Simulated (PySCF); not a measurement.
A structure optimised at B3LYP-D3(BJ)/def2-SVP, used in a PySCF frequency run:

```
C
C 1 1.3488
H 2 1.0898 1 122.57
C 1 1.4887 2 118.48 3 180.00
C 4 1.3491 1 115.84 2 0.00
H 5 1.0917 4 122.16 1 180.00
H 4 1.0939 5 125.27 6 0.00
Cl 1 1.7459 2 124.44 3 0.00
Si 2 1.8770 3 131.55 1 180.00
H 9 1.4915 2 113.85 3 62.59
H 9 1.4915 10 108.56 2 127.95
```
Charge 0, spin multiplicity 1.

**Question.** Write its SMILES, formula and point group.

**Answer.** ClC1=C[SiH2]C=C1, C4H5ClSi, Cs

**Question.** What are its rotational constants (standard atomic weights)?

**Answer.** 6.1376, 1.4358, 1.1796 GHz
